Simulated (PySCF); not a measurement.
All values below come from CAM-B3LYP-D3(BJ)/def2-TZVP // CAM-B3LYP-D3(BJ)/def2-SVP (PySCF). Isolated molecules, 0 K electronic values unless said otherwise. Delta-SCF ions had no search for a lower state. 

Reference species (SMILES): `[OH+]1[BH2-][OH+][BH2-]1` (neutral, multiplicity 1).

```json
{
 "S1 oscillator strength": "0.000",
 "vertical ionisation energy (Delta-SCF)": "10.52 eV"
}
```

Changed species: `[SeH+]1[InH2-][SeH+][InH2-]1`.

Task: Predict the effect on the S1 oscillator strength and vertical ionisation energy (Delta-SCF).

Result: the S1 oscillator strength is nearly the same; the vertical ionisation energy (Delta-SCF) decreases by 1.19 eV, to 9.33 eV.
